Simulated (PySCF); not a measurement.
**Stationary points of TiO₂⁻**

Method: PBE in PySCF with Ti def2-SVPD, O def2-SVPD; no relativity; density-fitted integrals.

Relaxations began from a few typed shapes; open shells are unrestricted. The search is not exhaustive: other isomers or separated fragments can lie lower, and high-lying points may rest on an excited occupation.

(1) Which is the lowest minimum found?
A. doublet (⟨S²⟩ 0.98) C2v: O–O 1.457 Å, Ti–O 1.860 Å (×2); O–O–Ti 66.9° (×2), O–Ti–O 46.1°
B. doublet C2v: Ti–O 1.679 Å (×2); O–Ti–O 111.3°
C. doublet D∞h: Ti–O 1.768 Å (×2); O–Ti–O 180.0°

## Answers

(1) B. The others lie at 155.8 (doublet D∞h, a saddle point), 464.5 (doublet C2v) kJ/mol above it.

For the lowest minimum: the highest occupied level lies above zero, a sign of self-interaction error or too small a basis; response properties are unreliable. Open d and f shells are described by one determinant, and the ground state may have another occupation or spin. The lowest empty level of this anion is unbound, so it and the gap depend on the basis.

The electron or spin density has lower symmetry than the nuclear frame for the doublet D∞h at 155.8 kJ/mol.
